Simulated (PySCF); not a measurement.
**Structure revision by computed shifts**

A compound C$_{7}$H$_{5}$FO gives the data below (simulated from a calculation) and was assigned the structure `O=C(F)c1ccccc1`.

$^{13}$C{$^{1}$H} NMR (computed): δ 190.4 (CH), 176.0 (C), 142.2 (CH), 135.5 (CH), 129.7 (CH), 128.7 (C), 122.1 (CH).

$^{1}$H NMR (400 MHz, computed): δ 10.68 (m, 1H), 8.46 (m, 1H), 7.88 (m, 1H), 7.58 (m, 1H), 7.48 (m, 1H).

How the numbers were obtained: GFN2-xTB structure, shieldings: GIAO PBE0/pcSseg-1, in PySCF 2.14 (single conformer, no solvent model, relativity neglected).

Shifts are taken against calculated references (same method and geometry level): $^{1}$H and $^{13}$C vs TMS.

(1) Compare with the shifts computed for the proposed structure, pairing carbons in order of shift.

(2) Which isomer fits?

## Answers

(1) Atom-mapped SMILES (the numbers label the heavy atoms): `[O:1]=[C:2]([F:3])[c:4]1[cH:5][cH:6][cH:7][cH:8][cH:9]1` (H(Xn): hydrogen on atom n).

| atom | computed for proposal | given list | difference |
| --- | --- | --- | --- |
| C2 | 165.9 | 190.4 | -24.5 |
| C7 | 141.6 | 176.0 | -34.4 |
| C5 | 139.6 | 142.2 | -2.6 |
| C9 | 139.6 | 135.5 | +4.1 |
| C6 | 134.4 | 129.7 | +4.7 |
| C8 | 134.4 | 128.7 | +5.7 |
| C4 | 129.7 | 122.1 | +7.6 |

The rms difference is 16.6 ppm and the largest -34.4 ppm at C7 (aromatic CH). The proposal also would give 5 carbon signals, not 7. The carbon types in order of shift don't match either: C, CH, CH, CH, CH, CH, C for the proposal against CH, C, CH, CH, CH, C, CH in the data. The proposal doesn't fit.

(2) 2-formyl-1-fluorobenzene.

Carbon types of the structure: 2 × C, 5 × CH, which accounts for all hydrogens. δC 190.4: aldehyde carbonyl carbon; the double bond to the heteroatom, with no lone-pair donor beside it, deshields it most. δC 176.0: aromatic carbon bearing fluorine; an ipso carbon deshielded by its heteroatom. δC 142.2, 135.5, 129.7, 122.1: aromatic CH. δH 10.68: hydrogen on an aldehyde carbonyl carbon; the formyl region, downfield of aromatic protons.

The shifts were computed for this structure.

Splittings by $^{19}$F in the carbon and heteronuclear signals aren't shown, as no couplings were computed. Shifts are as computed. Against solution values, carbons near 30 ppm lie about +3 ppm off and those near 130 ppm about +5 ppm. Of 1211 compounds with measured shifts, 218 miss one by over three times the rms of a fit or turn the order of signals round; such compounds aren't used in these exercises. No couplings were computed; multiplicities are counted from neighbouring protons, with m where these are inequivalent, close in shift, in a saturated or five-membered ring or joined by F or P, and br s for small geminal =CH2 splittings.
